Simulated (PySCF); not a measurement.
Two-dimensional NMR puzzle

Compound of formula C$_{5}$H$_{8}$BN. Correlations simulated from computed shifts and couplings:

HSQC (one-bond C–H):
```
  δH     δC  ¹J(C,H) (Hz)
6.90  134.6           197
6.35  124.5           180
0.88    2.8           125
```

COSY cross peaks (|J| ≥ 2 Hz):
```
  δH    δH  abs. J (Hz)  bonds
6.90  6.35          3.7      3
5.27  0.88          4.1      3
```

HMBC (two and three bonds, |J| ≥ 2.5 Hz):
```
  δH         δC [abs. J in Hz]
6.90  134.6 [6.0], 124.5 [8.6]
6.35  134.6 [8.6], 124.5 [5.1]
5.27   134.6 [5.7], 2.8 [10.9]
```

Calculated, not measured (PySCF 2.14): couplings computed with B3LYP/pcJ-1 (spin–dipole term only in couplings to heteroatoms), geometry from PBE0-D3(BJ)/def2-SVP, shieldings: GIAO WP04/pcSseg-2. One conformer, non-relativistic, averaged over atoms made equivalent by symmetry, fast rotation or ring inversion, gas phase.

Shifts are taken against calculated references (same method and geometry level): ¹H, ¹³C against TMS.

Exchangeable hydrogens are left out of these lists, and C,H couplings along chains are those of one rotamer, so weak HMBC peaks may be missing or extra.

Which molecule is this?

## Answers

`CBn1cccc1`.

Atoms are numbered as in `[CH3:1][BH:2][n:3]1[cH:4][cH:5][cH:6][cH:7]1`. Each H is labelled by its parent atom.

1. δC 134.6 is C4/C7, an aromatic CH next to a ring nitrogen (δH 6.90).
2. δC 124.5 is C5/C6, an aromatic CH (δH 6.35).
3. δC 2.8 is C1, a methyl carbon bonded to B (δH 0.88).
4. COSY links 6.90–6.35, 5.27–0.88.

This is the structure that produced the data.

Hydrogens on boron are broadened and split by ¹¹B (spin 3/2, 80 %) and 10B (spin 3). A carbon bonded to boron is broadened by the quadrupolar boron nucleus and is often missing from a measured spectrum. Unscaled 3J(H,H) at this level run about 10 % above measured values. Shifts are as computed. Against solution values, carbons near 30 ppm lie about +4 ppm off and those near 130 ppm about +9 ppm. Of 1309 compounds with measured shifts, 239 miss one by over three times the rms of a fit or turn the order of signals round; such compounds aren't used in these exercises.
